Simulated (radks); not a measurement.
Spin polarisation of the 5d5 shell in Re. Start: [Xe] 4f14 5d(up 2.5, down 2.5) 6s2; electrons of 5d are moved from spin down to spin up, other shells keep equal spins. All-electron calculation, scalar-relativistic Kohn-Sham, SCAN, spin-polarised, spherical densities, finite nucleus; meta-GGA in the generalised Kohn-Sham scheme; Fermi nuclear charge, rms radius of each element as measured or else 0.836 A^(1/3) + 0.57 fm. Program: a radial shooting solver on a logarithmic mesh with Libxc functionals.

moment (Bohr magnetons)  E - E(0) (eV)  e(5d up) (eV)  e(5d down) (eV)  6s down minus up (eV)  4f down minus up (eV)  5p down minus up (eV)
0                                0.000         -5.386           -5.386                  0.000                  0.000                  0.000
1                               -0.158         -5.690           -5.058                  0.491                  0.118                  0.674
2                               -0.630         -5.969           -4.703                  0.953                  0.235                  1.371
3                               -1.431         -6.216           -4.235                  1.211                  0.352                  2.080
4                               -2.617         -6.443           -3.673                  1.425                  0.471                  2.795

At moment 4 the spin-polarisation energy is -2.617 eV and the 5d exchange splitting 2.769 eV, that is 0.692 eV per Bohr magneton; E = -I m^2/4 would give I = 0.654 eV.
